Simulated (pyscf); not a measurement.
•O–InH₂ -> [HO–InH]• (hydrogen shift; doublet surface; H–In broken, H–O formed). PySCF, gas phase, ωB97X-D3(BJ)/def2-SVP geometries. Correlated levels are frozen-core, on RHF or UHF. ΔMP2 is the change of the MP2 total energy from the triple- to the quadruple-zeta basis. Energies in kcal/mol from the reactant's lowest minimum found.

```json
[
 {"level": "PBE/def2-TZVP", "barrier": "9.6", "reaction energy": "-49.0"},
 {"level": "B3LYP-D3(BJ)/def2-TZVP", "barrier": "…", "reaction energy": "-46.2"},
 {"level": "PBE0-D3(BJ)/def2-TZVP", "barrier": "17.6", "reaction energy": "-46.2"},
 {"level": "ωB97M-D3(BJ)/def2-TZVP", "barrier": "20.7", "reaction energy": "-45.5"},
 {"level": "HF/def2-TZVP", "barrier": "40.1", "reaction energy": "-29.1"},
 {"level": "MP2/def2-QZVPP", "barrier": "21.3", "reaction energy": "-56.2"},
 {"level": "CCSD(T)/def2-TZVPP + ΔMP2(QZVPP)", "barrier": "…", "reaction energy": "…"}
]
```

Task: What belongs in the gaps?

Result: 
- B3LYP-D3(BJ)/def2-TZVP, barrier: 17.5
- CCSD(T)/def2-TZVPP + ΔMP2(QZVPP), barrier: 17.3
- CCSD(T)/def2-TZVPP + ΔMP2(QZVPP), reaction energy: -48.1

This is the saddle that the search found; another between the same sides may lie lower. The CCSD(T) − MP2 part came from Ansatz, without density fitting, on the same reference. The frozen core leaves the outer d or s,p core shells of the metals and heavy elements correlated in the MP2 and CC values, and def2-TZVPP describes them poorly, which can shift differences by a few kcal/mol. Elements past Kr carry the def2 core potentials, without spin-orbit coupling.
